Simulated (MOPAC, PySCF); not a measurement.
[Hf(Br)4], neutral singlet in the gas phase. 

Cartesian coordinates (Å):
```xyz
5

Hf     0.0000     0.0000     0.0000
Br     2.1972     0.2114     1.1274
Br    -1.7998    -0.0628     1.7030
Br    -0.0481    -2.0907    -1.3305
Br    -0.3493     1.9421    -1.4999
```
Charge 0, spin multiplicity 1.

All levels are single points at this geometry (r2SCAN-D4/def2-SVP); Pople sets use spherical d functions. Orbital energies aren't observables, and empty levels follow the basis.

SVWN5/6-31G* (LANL2DZ on Hf) in PySCF gives gap (eV) = 4.22.

Question: Estimate the gap (eV) from each of these levels: B3LYP-D3(BJ)/def2-TZVP in PySCF; PBE-D3(BJ)/def2-TZVP in PySCF; TPSSh-D3(BJ)/def2-TZVP in PySCF; B3LYP/6-311+G** (LANL2DZ on Br, Hf) in PySCF; B3LYP/LANL2DZ in PySCF; PBE/6-31G* (LANL2DZ on Hf) in PySCF; HF/6-31G* (LANL2DZ on Hf) in PySCF; PM7 in MOPAC.

Answer: 
```json
[
 {"level": "B3LYP-D3(BJ)/def2-TZVP in PySCF", "gap (eV)": "6.02"},
 {"level": "PBE-D3(BJ)/def2-TZVP in PySCF", "gap (eV)": "4.48"},
 {"level": "TPSSh-D3(BJ)/def2-TZVP in PySCF", "gap (eV)": "5.44"},
 {"level": "B3LYP/6-311+G** (LANL2DZ on Br, Hf) in PySCF", "gap (eV)": "5.68"},
 {"level": "B3LYP/LANL2DZ in PySCF", "gap (eV)": "5.68"},
 {"level": "PBE/6-31G* (LANL2DZ on Hf) in PySCF", "gap (eV)": "4.24"},
 {"level": "HF/6-31G* (LANL2DZ on Hf) in PySCF", "gap (eV)": "12.16"},
 {"level": "PM7 in MOPAC", "gap (eV)": "8.50"}
]
```
